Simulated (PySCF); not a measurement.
# How methods differ on the ionisation energy of Pd²⁺

Pd²⁺ [Kr] 4d8 (3F) → Pd³⁺ [Kr] 4d7 (4F), as a difference of total energies. Computed with PySCF 2.14 in x2c-QZVPPall with one added diffuse shell each of s, p, d, f, g type (14s9p8d5f3g, 143 functions), with the spin-free X2C one-electron Hamiltonian (Gaussian nucleus). The calculations carry no spin-orbit coupling.

```tsv
method	ionisation energy (eV)	difference from reference (eV)
UHF	31.119	-1.811
B97-3	33.105	+0.175
M06	33.330	+0.400
r2SCAN0	32.922	-0.008
```

Reference: 32.93 eV (semi-empirical (NIST evaluation); NIST Atomic Spectra Database, ionization energies).

The reference lies between the lowest fine-structure levels, while these numbers refer to the centres of the terms.
